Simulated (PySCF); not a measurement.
H9PSi3, charge -1, doublet, at a GFN2-xTB geometry (a state made from the parent by changing its charge; the spin is typed, not shown lowest) (a gas-phase anion, which may not be bound at this level), with bond 7-1 at 2.4 times its length; CASSCF(9,8)/6-31G run with PySCF.

The PySCF input:
```python
from pyscf import gto, scf, mcscf
import numpy

mol = gto.Mole()
mol.atom = '''
    Si   -0.65263975    1.68133783   -0.86869929
    P     0.38627213   -0.22878374   -0.73378205
    Si    1.57182964    0.02483250    1.49584950
    Si   -1.23673713   -1.51044360   -0.04996071
    H     0.06187566    2.54145803   -1.82127057
    H    -0.78275401    2.46138876    0.37909243
    H    -3.95344233    1.35368525   -2.08678593
    H     2.72306789    0.75657688    0.93916128
    H     1.94377504   -1.40168390    1.54872576
    H     1.69309529    0.38354969    2.95215634
    H    -0.94118413   -2.89484361   -0.44188219
    H    -2.53190966   -1.16781196   -0.65880013
    H    -1.48641234   -1.53186793    1.40513036
'''
mol.basis = '6-31g'
mol.charge = -1
mol.spin = 1
mol.verbose = 4
mol.build()

mf = scf.ROHF(mol)
mf.kernel()
mc = mcscf.CASSCF(mf, 8, 9)
mc.fix_spin_(ss=0.75)
mc.kernel()
occ = numpy.linalg.eigvalsh(mc.fcisolver.make_rdm1(mc.ci, mc.ncas, mc.nelecas))[::-1]
ss = mc.fcisolver.spin_square(mc.ci, mc.ncas, mc.nelecas)[0]
print('natural occupations', occ.round(4), ' <S^2>', round(ss, 4))
```

Problem. Write the output that PySCF gives for this input, abridged.

Solution. 
```
PySCF version 2.14.0

[INPUT] verbose = 4
[INPUT] num. atoms = 13
[INPUT] num. electrons = 67
[INPUT] charge = -1
[INPUT] spin (= nelec alpha-beta = 2S) = 1
[INPUT] symmetry False subgroup None
[INPUT] Mole.unit = angstrom
[INPUT] Symbol           X                Y                Z      unit          X                Y                Z       unit  Magmom
[...]
nuclear repulsion = 334.64993948603
number of shells = 46
number of NR pGTOs = 220
number of NR cGTOs = 70
basis = 6-31g
ecp = {}

******** <class 'pyscf.scf.rohf.ROHF'> ********
method = ROHF
initial guess = minao
damping factor = 0
level_shift factor = 0
DIIS = <class 'pyscf.scf.diis.CDIIS'>
diis_start_cycle = 1
diis_space = 8
diis_damp = 0
SCF conv_tol = 1e-09
SCF conv_tol_grad = None
SCF max_cycles = 50
direct_scf = True
direct_scf_tol = 1e-13
num. doubly occ = 33  num. singly occ = 1
Set gradient conv threshold to 3.16228e-05
init E= -1212.0578344546
[...]
cycle= 1 E= -1212.25709932538  delta_E= -0.199  |g|= 0.302  |ddm|= 2.19
[...]
cycle= 2 E= -1212.31553943368  delta_E= -0.0584  |g|= 0.189  |ddm|= 1.18
[...]
cycle= 3 E= -1212.34866691351  delta_E= -0.0331  |g|= 0.0549  |ddm|= 0.732
[...]
cycle= 4 E= -1212.3618830677  delta_E= -0.0132  |g|= 0.0611  |ddm|= 0.275
[...]
cycle= 5 E= -1212.36752662592  delta_E= -0.00564  |g|= 0.0583  |ddm|= 0.127
[...]
cycle= 6 E= -1212.3595094187  delta_E= 0.00802  |g|= 0.0826  |ddm|= 0.635
[...]
cycle= 7 E= -1212.36817304654  delta_E= -0.00866  |g|= 0.0387  |ddm|= 0.635
[...]
cycle= 8 E= -1212.37627818693  delta_E= -0.00811  |g|= 0.0197  |ddm|= 0.23
[...]
cycle= 9 E= -1212.3769576744  delta_E= -0.000679  |g|= 0.0144  |ddm|= 0.0464
[...]
cycle= 10 E= -1212.37752700236  delta_E= -0.000569  |g|= 0.00437  |ddm|= 0.0639
[...]
cycle= 11 E= -1212.37737655598  delta_E= 0.00015  |g|= 0.00852  |ddm|= 0.0329
[...]
cycle= 12 E= -1212.37742564037  delta_E= -4.91e-05  |g|= 0.00731  |ddm|= 0.0681
[...]
cycle= 13 E= -1212.37745178822  delta_E= -2.61e-05  |g|= 0.00668  |ddm|= 0.0586
[...]
cycle= 14 E= -1212.37755193845  delta_E= -0.0001  |g|= 0.00136  |ddm|= 0.0221
[...]
cycle= 15 E= -1212.37755596113  delta_E= -4.02e-06  |g|= 0.000642  |ddm|= 0.00904
[...]
cycle= 16 E= -1212.37755653861  delta_E= -5.77e-07  |g|= 0.000385  |ddm|= 0.00109
[...]
cycle= 17 E= -1212.37755691413  delta_E= -3.76e-07  |g|= 2.13e-05  |ddm|= 0.00173
[...]
cycle= 18 E= -1212.37755691454  delta_E= -4.1e-10  |g|= 1.65e-05  |ddm|= 9.57e-05
[...]
[...]
converged SCF energy = -1212.37755691183
CASCI E = -1212.38681799631  S^2 = 0.7500000
[...]
               |grad[o]|=0.000725  |grad[c]|=0.0051  |ddm|=0.00805  |maxRot[o]|=0.0756
macro iter  41 ( 21 JK    4 micro), CASSCF E = -1212.42376254640  dE = -9.47376918e-05  S^2 = 0.7500000
               |grad[o]|=0.0018  |grad[c]|=0.00185  |ddm|=0.000652  |maxRot[o]|=0.0407
macro iter  42 ( 21 JK    4 micro), CASSCF E = -1212.42376484738  dE = -2.30097498e-06  S^2 = 0.7500000
               |grad[o]|=0.000856  |grad[c]|=0.00363  |ddm|=0.00221  |maxRot[o]|=0.00217
macro iter  43 (  6 JK    2 micro), CASSCF E = -1212.42382816778  dE = -6.33204002e-05  S^2 = 0.7500000
               |grad[o]|=0.000825  |grad[c]|=0.000766  |ddm|=0.00185  |maxRot[o]|=0.0354
macro iter  44 ( 14 JK    4 micro), CASSCF E = -1212.42366878180  dE =  1.59385976e-04  S^2 = 0.7500000
               |grad[o]|=0.000725  |grad[c]|=0.0051  |ddm|=0.00806  |maxRot[o]|=0.0756
macro iter  45 ( 21 JK    4 micro), CASSCF E = -1212.42376341219  dE = -9.46303828e-05  S^2 = 0.7500000
               |grad[o]|=0.00179  |grad[c]|=0.00186  |ddm|=0.000648  |maxRot[o]|=0.0407
macro iter  46 ( 21 JK    4 micro), CASSCF E = -1212.42376563125  dE = -2.21905975e-06  S^2 = 0.7500000
               |grad[o]|=0.000852  |grad[c]|=0.00363  |ddm|=0.00222  |maxRot[o]|=0.00211
macro iter  47 (  6 JK    2 micro), CASSCF E = -1212.42382873415  dE = -6.31028993e-05  S^2 = 0.7500000
               |grad[o]|=0.000822  |grad[c]|=0.000758  |ddm|=0.00186  |maxRot[o]|=0.0354
macro iter  48 ( 14 JK    4 micro), CASSCF E = -1212.42366966717  dE =  1.59066972e-04  S^2 = 0.7500000
               |grad[o]|=0.000724  |grad[c]|=0.0051  |ddm|=0.00805  |maxRot[o]|=0.0756
macro iter  49 ( 21 JK    4 micro), CASSCF E = -1212.42376420598  dE = -9.45388022e-05  S^2 = 0.7500000
               |grad[o]|=0.00179  |grad[c]|=0.00186  |ddm|=0.000642  |maxRot[o]|=0.0407
macro iter  50 ( 17 JK    4 micro), CASSCF E = -1212.42382862080  dE = -6.44148270e-05  S^2 = 0.7500000
               |grad[o]|=0.000849  |grad[c]|=0.00364  |ddm|=0.00222  |maxRot[o]|=0.0352
1-step CASSCF not converged,  50 macro (804 JK 178 micro) steps
CASSCF canonicalization
Density matrix diagonal elements [1.97678954 1.96873718 1.95832833 1.97979056 1.00003264 0.07265113
 0.02301862 0.020652  ]
CASSCF energy = -1212.42382862080
CASCI E = -1212.42382862080  E(CI) = -12.0319830149895  S^2 = 0.7500000
natural occupations [1.9931 1.9819 1.9784 1.9311 1.     0.0734 0.0228 0.0193]  <S^2> 0.75
```

The run did not converge; its last values are not results.
